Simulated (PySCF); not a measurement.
# Al: excitation energy

Al [Ne] 3s2 3p1 (2P) → Al [Ne] 3s1 3p1 4s1 (4P), as a difference of total energies. Calculation: PySCF 2.14, in aug-cc-pV(D+d)Z; no relativity, point nucleus. Correlated levels: valence: [Ne] frozen. The calculations carry no spin-orbit coupling.

```csv
method,excitation energy (eV)
UHF,6.452
LDA,7.625
PBE,7.526
PBE0,7.474
r2SCAN,7.354
wB97X-V,7.711
r2SCANh,7.365
B97-3,7.753
LC-wPBE,7.514
MP2 (valence),7.155
SCS-MP2 (valence),7.373
```

How much does correlation contribute at MP2 (valence)?

7.155 − (6.452) = 0.703 eV, measured against UHF.

The upper state lies above the first ionisation limit, but in LS coupling its spin forbids autoionisation to the ground ion. A Rydberg-like electron needs more diffuse functions than a valence basis has.

The promoted electron is Rydberg-like, and one or two diffuse shells describe it only roughly, which tends to raise the upper state.
